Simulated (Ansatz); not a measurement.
A nudged elastic band was laid between two geometries of CH$_{6}$AlBS (10 atoms, charge 0, multiplicity 1).

These are results of Ansatz 0.2.0, RKS r2SCAN-D4/def2-SVP, not measurements.

* movable images: 7
* climbing image: yes
* spring: 5.0 eV/Å²
* optimiser: quadratic models (default)
* start path: through a guess of the saddle point
* force threshold: 0.05 eV/Å
* iteration limit: 60
* end points: relaxed

Initial state:

```xyz
10
Properties=species:S:1:pos:R:3
C -0.241 1.969 0.405
Al -0.491 0.076 -0.027
B 1.054 -1.393 -0.160
S 0.640 -3.072 -0.568
H -1.146 2.452 0.809
H 0.588 2.144 1.112
H 0.024 2.525 -0.515
H -1.967 -0.464 -0.356
H 2.246 -1.267 0.007
H -0.708 -2.968 -0.707
```

Final state:

```xyz
10
Properties=species:S:1:pos:R:3
C -0.224 2.056 0.514
Al -0.460 0.132 0.878
B 0.327 -1.394 -0.260
S 0.504 -3.200 -0.403
H -0.746 2.686 1.253
H 0.844 2.336 0.540
H -0.608 2.329 -0.484
H -0.303 -0.735 -1.094
H 1.342 -0.776 0.075
H -0.675 -3.433 -1.019
```

Problem. What changes between the two ends?

Solution. Bonds broken: Al2–H8. Bonds formed: B3–H8.

Problem. Give the energies along the band, and the barrier.

Solution. The forces met the threshold. The highest image is number 4 of 0 to 8, 0.78 eV above the first end and 0.50 eV above the last; the last end lies 0.28 eV above the first. A vibrational analysis at the climbing image gives one clearly imaginary mode, 557i cm⁻¹: a first-order saddle point. The orbitals stay closed-shell, which can raise the energy where a bond breaks towards radicals; this wasn't checked here.

```json
{"image": "0", "path coordinate (Å)": "0.00", "energy (eV)": "0.00", "Al2–H8 (Å)": "1.61", "B3–H8 (Å)": "3.17"}
{"image": "1", "path coordinate (Å)": "1.23", "energy (eV)": "0.00", "Al2–H8 (Å)": "1.60", "B3–H8 (Å)": "3.20"}
{"image": "2", "path coordinate (Å)": "2.47", "energy (eV)": "0.00", "Al2–H8 (Å)": "1.60", "B3–H8 (Å)": "3.25"}
{"image": "3", "path coordinate (Å)": "3.70", "energy (eV)": "0.17", "Al2–H8 (Å)": "1.60", "B3–H8 (Å)": "2.84"}
{"image": "4", "path coordinate (Å)": "4.93", "energy (eV)": "0.78", "Al2–H8 (Å)": "1.69", "B3–H8 (Å)": "1.80"}
{"image": "5", "path coordinate (Å)": "6.13", "energy (eV)": "0.31", "Al2–H8 (Å)": "2.05", "B3–H8 (Å)": "1.26"}
{"image": "6", "path coordinate (Å)": "7.32", "energy (eV)": "0.28", "Al2–H8 (Å)": "2.13", "B3–H8 (Å)": "1.24"}
{"image": "7", "path coordinate (Å)": "8.51", "energy (eV)": "0.28", "Al2–H8 (Å)": "2.18", "B3–H8 (Å)": "1.24"}
{"image": "8", "path coordinate (Å)": "9.71", "energy (eV)": "0.28", "Al2–H8 (Å)": "2.16", "B3–H8 (Å)": "1.24"}
```

Problem. What is the geometry of the highest image?

Solution. 
```xyz
10
Properties=species:S:1:pos:R:3
C -0.336 2.097 0.559
Al 0.108 0.244 0.157
B 0.744 -1.577 -0.326
S 0.020 -3.238 -0.420
H -1.381 2.319 0.283
H -0.199 2.356 1.620
H 0.300 2.773 -0.039
H -0.068 -0.390 -1.404
H 1.813 -1.473 -0.894
H -0.999 -3.113 0.462
```

Problem. What are the harmonic wavenumbers there?

Solution. 557i, 66, 84, 198, 225, 365, 437, 530, 619, 679, 723, 756, 886, 914, 1032, 1199, 1414, 1420, 1612, 2556, 2672, 3030, 3127, 3149 cm⁻¹.

Run time: 6.1 min on 2 threads of Arm Neoverse V2, with other jobs on the host, peak memory 0.15 GiB.
